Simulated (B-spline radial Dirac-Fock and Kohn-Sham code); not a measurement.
Dispersion corrections for V to Sr

The computed values come from an atomic code on a B-spline grid: the dispersion relation over Dirac-Hartree-Slater subshell photoionisation cross sections, with the Kissel-Pratt high-energy constant (isolated atom, no bound-bound lines or fine structure). Values in electrons; * marks an element with an edge within 2 % of one of the energies, where the values are sensitive to the edge position.

```
 Z  element  f′ at 1253.6 eV  f″ at 1253.6 eV  f′ at 6403.9 eV  f″ at 6403.9 eV  f′ at 24209.8 eV  f″ at 24209.8 eV
23        V           -0.421            5.492           -0.867            3.100             0.206             0.289
24       Cr           -0.554            6.523           -1.939            3.570             0.228             0.342
25       Mn           -0.960            7.472           -3.582            0.498             0.248             0.401
26       Fe           -1.462            8.598           -2.062            0.585             0.268             0.468
27       Co           -2.181            9.817           -1.579            0.682             0.285             0.541
28       Ni           -3.196           11.121           -1.292            0.791             0.301             0.621
29       Cu           -4.606           12.815           -1.074            0.912             0.314             0.710
30       Zn           -7.158           14.383           -0.902            1.051             0.322             0.807
31       Ga          -10.524           14.186           -0.758            1.201             0.324             0.912
32      Ge*          -20.283           13.774           -0.626            1.369             0.321             1.026
33       As          -13.851            2.759           -0.509            1.552             0.309             1.150
34       Se          -10.956            3.182           -0.399            1.755             0.289             1.282
35       Br           -9.583            3.637           -0.299            1.976             0.257             1.424
36       Kr           -8.567            4.226           -0.189            2.224             0.213             1.577
37       Rb           -7.958            4.763           -0.115            2.479             0.150             1.737
38       Sr           -7.425            5.357           -0.048            2.759             0.067             1.908
```
